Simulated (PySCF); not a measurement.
Job file and geometry (Å, from GFN2-xTB) of an NMR shielding run on SMILES CSB(C)C[SiH2]S, C₃H₁₁BS₂Si, PySCF 2.14.0, density-fitted response routines, GIAO PBE0/pcSseg-1 NMR shielding, non-relativistic, gas phase; density fitting, a coarse starting grid and PySCF grid level 2 are the driver's defaults:

```
$ OMP_NUM_THREADS=1 python probes_run.py task.json out

{"job": {"kind": "nmr", "xc": "PBE0", "basis": "pcSseg-1"}, "charge": 0, "multiplicity": 1}
C      2.698605     0.827742    -0.033813
S      1.071529     1.005684     0.770997
B      0.118306    -0.390959     0.188564
C      0.741139    -1.477186    -0.773737
C     -1.391806    -0.436446     0.609186
Si    -2.522007     0.250291    -0.768428
S     -1.961416     2.274726    -1.224581
H      3.141004    -0.123999     0.241506
H      3.316307     1.644364     0.324826
H      2.578562     0.897169    -1.110263
H      1.610055    -1.966812    -0.333058
H      0.028325    -2.257075    -1.032070
H      1.085835    -1.031749    -1.707829
H     -1.731419    -1.454568     0.795592
H     -1.590423     0.141546     1.513408
H     -3.908578     0.283522    -0.315488
H     -2.380405    -0.511744    -2.006837
H     -0.912373     2.331811    -0.414392
```

**Question.** What does the program print?

**Answer.** 
```
coarse grid: 16040 points
cycle   1  E = -1230.9895426937  dE =  4.417e-01  |g| = 4.705e-01  |ddm| = 3.775e+00
cycle   2  E = -1230.9847316304  dE =  4.811e-03  |g| = 4.973e-01  |ddm| = 9.837e-01
cycle   3  E = -1231.0498420961  dE = -6.511e-02  |g| = 5.327e-02  |ddm| = 5.184e-01
cycle   4  E = -1231.0504945946  dE = -6.525e-04  |g| = 2.883e-02  |ddm| = 1.036e-01
cycle   5  E = -1231.0507215533  dE = -2.270e-04  |g| = 4.236e-03  |ddm| = 3.787e-02
cycle   6  E = -1231.0507262088  dE = -4.656e-06  |g| = 1.882e-03  |ddm| = 7.881e-03
final grid: 139344 points
cycle   7  E = -1231.0933946333  dE = -3.815e-05  |g| = 1.070e-02  |ddm| = 3.396e-02
cycle   8  E = -1231.0933779680  dE =  1.667e-05  |g| = 1.327e-02  |ddm| = 2.097e-02
cycle   9  E = -1231.0934227366  dE = -4.477e-05  |g| = 7.163e-04  |ddm| = 1.275e-02
cycle  10  E = -1231.0934228809  dE = -1.443e-07  |g| = 2.019e-04  |ddm| = 1.278e-03
cycle  11  E = -1231.0934228913  dE = -1.034e-08  |g| = 6.726e-05  |ddm| = 2.824e-04
cycle  12  E = -1231.0934228924  dE = -1.142e-09  |g| = 2.172e-05  |ddm| = 9.360e-05
cycle  13  E = -1231.0934228925  dE = -1.310e-10  |g| = 3.614e-06  |ddm| = 2.693e-05
converged SCF energy = -1231.0934228925

GIAO shielding tensors (ppm)
atom      isotropic    diamagn.    paramagn.     s11        s22        s33       span
  0 C      168.874     252.213     -83.339    159.674    160.597    186.351     26.677
  1 S      445.979    1061.177    -615.199    225.475    538.398    574.062    348.587
  2 B       27.956     193.135    -165.179    -18.857    -12.994    115.718    134.575
  3 C      177.312     253.987     -76.675    161.270    184.087    186.577     25.306
  4 C      167.644     258.004     -90.360    146.631    172.703    183.598     36.968
  5 Si     385.225     879.138    -493.913    363.375    375.576    416.723     53.349
  6 S      781.125    1058.214    -277.089    690.519    737.937    914.918    224.399
  7 H       29.408      30.863      -1.456     24.353     27.652     36.218     11.865
  8 H       29.519      29.187       0.333     24.025     26.926     37.607     13.583
  9 H       29.450      31.482      -2.031     24.378     28.175     35.798     11.420
 10 H       30.863      31.525      -0.662     25.822     29.852     36.917     11.095
 11 H       30.692      32.229      -1.537     26.159     30.148     35.769      9.610
 12 H       31.042      32.480      -1.437     27.543     29.654     35.931      8.388
 13 H       30.426      32.001      -1.575     26.240     27.783     37.254     11.014
 14 H       30.605      32.865      -2.261     26.890     28.950     35.974      9.083
 15 H       26.744      27.739      -0.994     22.338     24.764     33.131     10.793
 16 H       26.935      29.092      -2.157     23.645     24.775     32.386      8.741
 17 H       30.534      33.101      -2.567     20.197     26.846     44.558     24.362
```

Size and cost of the density-fitted run: 195 basis functions, 30 s wall time on 1 thread of an Arm Neoverse V2, shared host; peak memory 0.87 GiB.
